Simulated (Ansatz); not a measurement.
System: C₅H₉ (charge 0, doublet). It need not be the lowest isomer of its formula. 
Coordinates optimised at B3LYP-D3(BJ)/def2-TZVP (Ansatz, a quantum-chemistry and plane-wave program):
```xyz
14

C      2.1259     0.2158    -0.5299
C      1.2731     0.3735     0.6867
C     -0.0964     0.1576     0.7120
C     -0.8787    -0.2288    -0.3550
C     -2.3504    -0.4479    -0.2765
H      1.7882     0.8618    -1.3475
H      3.1663     0.4618    -0.3209
H      2.0976    -0.8104    -0.9134
H      1.7569     0.6733     1.6077
H     -0.5993     0.3074     1.6644
H     -0.4102    -0.3880    -1.3206
H     -2.8914     0.2093    -0.9664
H     -2.6193    -1.4724    -0.5571
H     -2.7295    -0.2643     0.7300
```
Charge 0, spin multiplicity 2.

Computed values are from Ansatz. Cores are frozen in the correlated levels unless marked. Open shells are spin-unrestricted. No spin-orbit coupling. No relativistic terms. CBS marks a two-point X^-3 extrapolation of the correlation energy; Hartree-Fock from the larger set.

The UHF reference is spin-contaminated (<S^2> 0.20 over the pure value in the largest basis). 

### Question
What is the atomisation energy De at CCSD(T)/CBS(cc-pVTZ,cc-pVQZ)?

### Answer
5674.0 kJ/mol.

### Question
What is the total energy at CCSD(T)/CBS(cc-pVTZ,cc-pVQZ)?

### Answer
-195.6080 Eh.

### Question
What is the dipole moment at CCSD(T)/aug-cc-pVDZ?

### Answer
0.26 D.

### Question
What is the T1 diagnostic at CCSD/cc-pVQZ?

### Answer
0.023.
